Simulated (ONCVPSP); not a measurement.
Logarithmic derivatives: neon, ONCV

ONCVPSP 4.0.1 input, shortened (lines: element, Z, core and valence counts, functional; n l f; lmax; l rc ep ncon nbas qcut; lloc lpopt rc5 dvloc0; l nproj debl; icmod fcfact rcfact), PBE, scalar-relativistic:

```
  Ne 10.00    1    2        4      upf
    1    0    2.00
    2    0    2.00
    2    1    5.00
    2
    0    0.60    0.00    5    9   10.90
    1    0.75    0.00    4    8   11.30
    2    0.55    0.45    4    7   16.20
    4    5    0.55    3.00
    0    1    2.40
    1    2    3.90
    2    3    3.60
    0    0.00    0.00
```

The phase is arctan(r·R′/R) of the radial function R(r), unwrapped; energies in Ha, scanned from -4 to 5 Ha. A pole is an energy at which the radial function vanishes at the test radius. The pseudo phase is shifted by a multiple of π to meet the all-electron one at the reference energy, and phase errors are pseudo minus all-electron; the curves can meet again beyond the range given. Levels narrower than the energy grid can be missing from the lists of poles.

For each channel, where are the poles, and over which energies does the pseudopotential scatter like the atom?

| channel | radius (bohr) | reference energy (Ha) | poles, all-electron | poles, pseudo | unbroken range about the reference energy with phases within 0.05 rad | phase error 1 Ha above the reference energy (rad) |
| --- | --- | --- | --- | --- | --- | --- |
| s | 0.61 | -2.05 | none | none | the whole range | -0.001 |
| p | 0.76 | -1.19 | 3.99 | 3.99 | the whole range | -0.000 |
| d | 0.56 | 0.45 | none | none | the whole range | -0.001 |

Phases in the d channel:

```
E (Ha)  all-electron  pseudo
 -3.98         0.984   0.984
 -3.74         0.977   0.976
 -3.50         0.969   0.968
 -3.26         0.960   0.960
 -3.02         0.952   0.951
 -2.78         0.943   0.943
 -2.54         0.934   0.933
 -2.30         0.924   0.924
 -2.06         0.914   0.914
 -1.82         0.904   0.904
 -1.58         0.894   0.894
 -1.34         0.883   0.883
 -1.10         0.872   0.872
 -0.86         0.861   0.860
 -0.62         0.849   0.848
 -0.38         0.837   0.836
 -0.14         0.824   0.823
  0.10         0.810   0.810
  0.34         0.797   0.796
  0.58         0.783   0.782
  0.82         0.768   0.767
  1.06         0.753   0.752
  1.30         0.737   0.736
  1.54         0.720   0.720
  1.78         0.703   0.702
  2.02         0.685   0.684
  2.26         0.667   0.666
  2.50         0.648   0.647
  2.74         0.628   0.627
  2.98         0.607   0.606
  3.22         0.586   0.585
  3.46         0.564   0.562
  3.70         0.540   0.539
  3.94         0.516   0.515
  4.18         0.492   0.490
  4.42         0.466   0.464
  4.66         0.439   0.436
  4.90         0.411   0.408
```
